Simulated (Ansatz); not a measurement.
Mulliken charges of C$_{2}$H$_{3}$F$_{3}$OSi (`C=CO[Si](F)(F)F`) from ωB97M-V/def2-TZVPP in Ansatz (PBE0-D4/def2-TZVP geometry).

```json
{"atom": "C1", "x (Å)": "-0.166", "y (Å)": "0.647", "z (Å)": "-1.511", "charge (e)": "-0.204"}
{"atom": "C2", "x (Å)": "0.851", "y (Å)": "0.655", "z (Å)": "-0.668", "charge (e)": "0.056"}
{"atom": "O3", "x (Å)": "0.874", "y (Å)": "0.082", "z (Å)": "0.570", "charge (e)": "-0.291"}
{"atom": "Si4", "x (Å)": "-0.265", "y (Å)": "-0.743", "z (Å)": "1.352", "charge (e)": "0.951"}
{"atom": "F5", "x (Å)": "0.333", "y (Å)": "-1.156", "z (Å)": "2.737", "charge (e)": "-0.274"}
{"atom": "F6", "x (Å)": "-1.557", "y (Å)": "0.113", "z (Å)": "1.591", "charge (e)": "-0.273"}
{"atom": "F7", "x (Å)": "-0.693", "y (Å)": "-2.039", "z (Å)": "0.577", "charge (e)": "-0.273"}
{"atom": "H8", "x (Å)": "-0.061", "y (Å)": "1.138", "z (Å)": "-2.468", "charge (e)": "0.101"}
{"atom": "H9", "x (Å)": "-1.113", "y (Å)": "0.167", "z (Å)": "-1.290", "charge (e)": "0.092"}
{"atom": "H10", "x (Å)": "1.797", "y (Å)": "1.136", "z (Å)": "-0.891", "charge (e)": "0.113"}
```

Problem. By hand: the dipole of these point charges (1 e Å = 4.8032 D).

Solution. Σ q r = (0.193, 0.275, -0.420) e Å, of length 0.538 e Å = 2.58 D.

Problem. How does the dipole of the full density compare? (Estimate.)

Solution. Ansatz gave: (0.111, 0.185, -0.299) e Å, 1.77 D; the point charges give 1.46 times that, at 4° from its direction.

Point charges leave out the atoms' own dipoles, such as those of lone pairs, and Mulliken's split depends on the basis, so the two needn't agree.
